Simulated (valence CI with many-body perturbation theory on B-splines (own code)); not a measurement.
# Yb LVI: electric-dipole lines

Level of theory: configuration interaction combined with many-body perturbation theory (CI+MBPT): five valence electrons over a frozen Dirac-Fock core [Ne], a basis of 11 s, 11 p, 10 d, 8 f, 5 g, 2 h functions for each j, with the one-electron correlation potential Σ1 (screened to all orders), the two-electron term Σ2, the three-electron term Σ3, Breit, model QED; selected single and double excitations, second order for the rest, scaled by the run's own slope (own B-spline code, finite nucleus).

The last digits are not significant, and no measured levels were compared; by estimate large intervals hold to a few tenths of a per cent, small ones and those within an open d or f shell to about a per cent. Among the levels kept, up to 3000 cm⁻¹ of a level comes from second order outside the variational space, and about a tenth of that is noise between levels of different J, which matters for small intervals.

Lines 51 to 100 of 558 in falling wavelength, among levels below 1133.1 eV, chosen from the strongest by gf and those to the six lowest levels. Wavelengths and rates use the calculated energies. Electric multipoles are in the length gauge, E1 and E2 with the static RPA response of the core. Weak lines are less certain than strong ones. Lines between different terms over intervals too small for the method are left out, as are lines whose strength nearly cancels. The highest levels of a list are the least certain.

Levels are named by their leading jj configuration (3d3/2^4 stands for four electrons in 3d with j = 3/2), which in mixed levels can hold well under half, so a name can repeat and another be missing. Letters in brackets count levels of one name in rising energy.

```tsv
λ vac (nm)	Upper	Lower	A (s⁻¹)	S (a.u.)
7.190	(3s 3p1/2^2 3d5/2^2) J=7/2	(3s^2 3p1/2 3d5/2^2) J=9/2	3.45e+10	5.07e-02
7.184	(3s 3p1/2 3p3/2^2 3d5/2) J=3/2 [c]	(3s^2 3p3/2^2 3d5/2) J=5/2 [a]	1.66e+10	1.21e-02
7.165	(3p1/2^2 3p3/2^2 3d3/2) J=3/2 [b]	(3s 3p1/2 3p3/2^2 3d3/2) J=5/2 [d]	1.83e+10	1.33e-02
7.155	(3s 3p1/2 3p3/2^2 3d5/2) J=3/2 [d]	(3s^2 3p3/2^2 3d5/2) J=3/2	1.47e+10	1.06e-02
7.142	(3s 3p1/2^2 3d5/2^2) J=7/2	(3s^2 3p1/2 3d5/2^2) J=7/2	1.28e+10	1.84e-02
7.098	(3s 3p1/2 3p3/2^2 3d5/2) J=5/2 [f]	(3s^2 3p3/2^2 3d5/2) J=5/2 [b]	1.74e+10	1.85e-02
7.085	(3s 3p1/2^2 3p3/2 3d5/2) J=5/2 [b]	(3s^2 3p1/2 3p3/2 3d5/2) J=7/2 [b]	3.17e+10	3.34e-02
7.066	(3s 3p1/2^2 3p3/2 3d5/2) J=5/2 [b]	(3s^2 3p1/2 3p3/2 3d5/2) J=5/2 [b]	1.28e+10	1.34e-02
7.024	(3s 3p1/2 3p3/2^2 3d5/2) J=7/2 [b]	(3s^2 3p3/2^2 3d5/2) J=7/2	1.50e+10	2.05e-02
7.019	(3s 3p1/2 3p3/2^2 3d5/2) J=3/2 [e]	(3s^2 3p3/2^2 3d5/2) J=5/2 [b]	2.10e+10	1.43e-02
7.014	(3s 3p1/2^2 3p3/2^2) J=3/2	(3s^2 3p1/2 3p3/2^2) J=5/2	3.03e+10	2.06e-02
6.938	(3p1/2^2 3p3/2^2 3d3/2) J=3/2 [b]	(3s 3p1/2 3p3/2^2 3d3/2) J=5/2 [c]	2.50e+10	1.65e-02
6.938	(3s 3p1/2^2 3d3/2 3d5/2) J=5/2 [b]	(3s^2 3p1/2 3d3/2 3d5/2) J=7/2 [a]	1.59e+10	1.57e-02
6.865	(3s 3p1/2^2 3d3/2 3d5/2) J=3/2 [b]	(3s^2 3p1/2 3d3/2 3d5/2) J=5/2 [a]	1.69e+10	1.08e-02
6.826	(3s 3p1/2 3p3/2^3) J=3/2 [b]	(3s^2 3p3/2^3) J=3/2	2.02e+10	1.27e-02
6.783	(3s 3p1/2 3p3/2 3d3/2^2) J=5/2 [b]	(3s 3p1/2 3p3/2^2 3d3/2) J=7/2 [b]	1.44e+10	1.33e-02
6.781	(3s 3p1/2^2 3d3/2^2) J=3/2	(3s 3p1/2^2 3p3/2 3d3/2) J=5/2 [b]	2.37e+10	1.46e-02
6.734	(3s 3p1/2^2 3p3/2 3d3/2) J=5/2 [b]	(3s^2 3p1/2 3p3/2 3d3/2) J=7/2	4.08e+10	3.69e-02
6.731	(3s 3p1/2^2 3p3/2 3d3/2) J=3/2 [b]	(3s^2 3p1/2 3p3/2 3d3/2) J=5/2 [a]	2.14e+10	1.29e-02
6.719	(3s 3p1/2 3p3/2^2 3d5/2) J=7/2 [c]	(3s^2 3p3/2^2 3d5/2) J=9/2	2.69e+10	3.23e-02
6.704	(3s 3p1/2^2 3p3/2 3d5/2) J=7/2 [b]	(3s^2 3p1/2 3p3/2 3d5/2) J=9/2	3.35e+10	3.99e-02
6.638	(3s 3p1/2 3p3/2^2 3d5/2) J=9/2 [c]	(3s^2 3p3/2^2 3d5/2) J=9/2	2.43e+10	3.51e-02
6.618	(3s 3p1/2 3p3/2^2 3d3/2) J=5/2 [e]	(3s^2 3p3/2^2 3d3/2) J=7/2	2.85e+10	2.44e-02
6.599	(3s 3p1/2^2 3p3/2^2) J=3/2	(3s^2 3p1/2 3p3/2^2) J=3/2	1.34e+10	7.59e-03
6.575	(3p1/2^2 3p3/2^3) J=3/2	(3s 3p1/2 3p3/2^3) J=5/2	5.36e+10	3.01e-02
6.557	(3s 3p1/2^2 3p3/2^2) J=1/2	(3s^2 3p1/2 3p3/2^2) J=3/2	2.25e+08	6.27e-05
6.556	(3s^2 3p1/2 3p3/2 3d3/2) J=1/2 [a]	(3s^2 3p1/2 3p3/2^2) J=1/2	2.25e+09	6.26e-04
6.555	(3s^2 3p1/2 3p3/2 3d3/2) J=3/2 [a]	(3s^2 3p1/2 3p3/2^2) J=1/2	1.87e+09	1.04e-03
6.520	(3p1/2^2 3p3/2^2 3d3/2) J=7/2	(3s 3p1/2 3p3/2^2 3d3/2) J=9/2	5.46e+10	5.98e-02
6.508	(3s 3p1/2 3p3/2^2 3d5/2) J=5/2 [c]	(3s^2 3p3/2^2 3d5/2) J=7/2	1.42e+10	1.16e-02
6.445	(3p1/2^2 3p3/2^2 3d3/2) J=3/2 [a]	(3s 3p1/2 3p3/2^2 3d3/2) J=5/2 [a]	2.62e+10	1.39e-02
6.424	(3s 3p1/2 3p3/2^2 3d3/2) J=3/2 [f]	(3s^2 3p3/2^2 3d3/2) J=5/2	1.98e+10	1.04e-02
6.372	(3s 3p1/2 3p3/2 3d3/2^2) J=5/2 [a]	(3s 3p1/2 3p3/2^2 3d3/2) J=7/2 [a]	4.39e+10	3.36e-02
6.309	(3s 3p1/2^2 3p3/2 3d3/2) J=1/2 [b]	(3s^2 3p1/2 3p3/2 3d3/2) J=3/2 [a]	4.09e+10	1.01e-02
6.292	(3s 3p1/2^2 3p3/2 3d5/2) J=7/2 [b]	(3s^2 3p1/2 3p3/2 3d5/2) J=7/2 [a]	1.60e+10	1.57e-02
6.250	(3s 3p1/2 3p3/2 3d3/2^2) J=7/2	(3s 3p1/2 3p3/2^2 3d3/2) J=9/2	1.77e+10	1.70e-02
6.185	(3s^2 3p1/2 3p3/2 3d3/2) J=5/2 [a]	(3s^2 3p1/2 3p3/2^2) J=5/2	5.04e+09	3.53e-03
6.095	(3s^2 3p1/2 3p3/2 3d3/2) J=3/2 [a]	(3s^2 3p1/2 3p3/2^2) J=5/2	1.33e+10	5.94e-03
6.084	(3s 3p1/2^2 3d3/2^2) J=5/2	(3s 3p1/2^2 3p3/2 3d3/2) J=3/2 [b]	1.41e+10	9.38e-03
5.960	(3p1/2^2 3p3/2^2 3d3/2) J=1/2	(3p1/2^2 3p3/2^3) J=3/2	5.47e+10	1.14e-02
5.850	(3s^2 3p1/2 3p3/2 3d3/2) J=7/2	(3s^2 3p1/2 3p3/2^2) J=5/2	7.30e+08	5.77e-04
5.801	(3s^2 3p1/2^2 3d3/2) J=3/2	(3s^2 3p1/2^2 3p3/2) J=3/2	1.04e+10	4.00e-03
5.780	(3s^2 3p1/2 3p3/2 3d3/2) J=1/2 [a]	(3s^2 3p1/2 3p3/2^2) J=3/2	3.94e+09	7.51e-04
5.779	(3s^2 3p1/2 3p3/2 3d3/2) J=3/2 [a]	(3s^2 3p1/2 3p3/2^2) J=3/2	8.72e+08	3.32e-04
5.728	(3s 3p1/2^2 3d3/2 3d5/2) J=7/2 [b]	(3s 3p1/2^2 3p3/2 3d5/2) J=7/2 [b]	1.23e+10	9.12e-03
5.399	(3s^2 3p1/2 3d3/2 3d5/2) J=9/2	(3s^2 3p1/2 3p3/2 3d5/2) J=9/2	1.54e+10	1.20e-02
5.332	(3s 3p1/2^2 3d3/2 3d5/2) J=7/2 [b]	(3s 3p1/2^2 3p3/2 3d5/2) J=7/2 [a]	1.60e+10	9.58e-03
5.295	(3s^2 3p1/2 3p3/2 3d3/2) J=1/2 [b]	(3s^2 3p1/2 3p3/2^2) J=1/2	4.21e+08	6.17e-05
5.290	(3s^2 3p1/2 3p3/2 3d3/2) J=3/2 [b]	(3s^2 3p1/2 3p3/2^2) J=1/2	7.22e+08	2.11e-04
5.178	(3s^2 3p1/2 3p3/2 3d3/2) J=5/2 [b]	(3s^2 3p1/2 3p3/2^2) J=5/2	2.60e+09	1.07e-03
```
